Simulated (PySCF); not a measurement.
Molecule: C6H8S, SMILES Cc1ccc(C)s1. Atoms near the plane z = 0.0 Å, at the GFN2-xTB optimised geometry (x, y, z in Å): C1 (-1.6, -2.2, 0.0), C2 (-0.7, -1.1, 0.0), C3 (0.7, -1.1, 0.0), C4 (1.2, 0.2, 0.0), C5 (0.3, 1.2, 0.0), C6 (0.5, 2.7, 0.0), S7 (-1.3, 0.6, 0.0), H8 (-2.3, -2.2, 0.9), H9 (-2.3, -2.2, -0.9), H10 (-1.1, -3.2, 0.0), H11 (1.2, -2.0, 0.0), H12 (2.3, 0.4, 0.0), H13 (0.0, 3.2, 0.9), H14 (1.6, 2.9, 0.0), H15 (0.0, 3.2, -0.9).

Method: CAM-B3LYP/def2-TZVP run with PySCF. Cells within 0.4 Å of a nucleus heavier than hydrogen are left out (blank, or x). The values are rescaled to run from 0 to 1.

```
|0000000001111111111111110|
|0000000001111111111111111|
|0000000011111111111111111|
|0000000011112222211111111|
|0000000011138997632111111|
|0000000011289999983111111|
|0000000012399x99983111111|
|0000000124599999942111111|
|0000000279999998322111111|
|000000079999xx99543211111|
|000000299x999x99999421111|
|000000499x9999xx999521111|
|00000149999999xx999421111|
|0000113899999999963211111|
|0000112599xx9xx9721111111|
|0001113999xx9x99721111111|
|0011115999999999931111110|
|00111279xx995799931111110|
|0111114999993367421111110|
|0111112599993222211111100|
|0111111249973211111111100|
|0011111123432111111111100|
|0011111111211111111111000|
|0001111111111111111110000|
|0000111111111111111110000|
```
Scale: ten equal steps from 0.000 (start of '0') to 1.00 (end of '9'), in the order '0123456789'; x runs from -5.50 to 5.50, y from -5.50 (bottom) to 5.50 (top).

Problem. Which quantity is mapped?
A) electrostatic potential
B) electron localisation function
C) log10 of the electron density
D) Laplacian of the electron density

Solution. A, electrostatic potential. In full: electrostatic potential (hartree/e), clipped to [-0.08, 0.12].
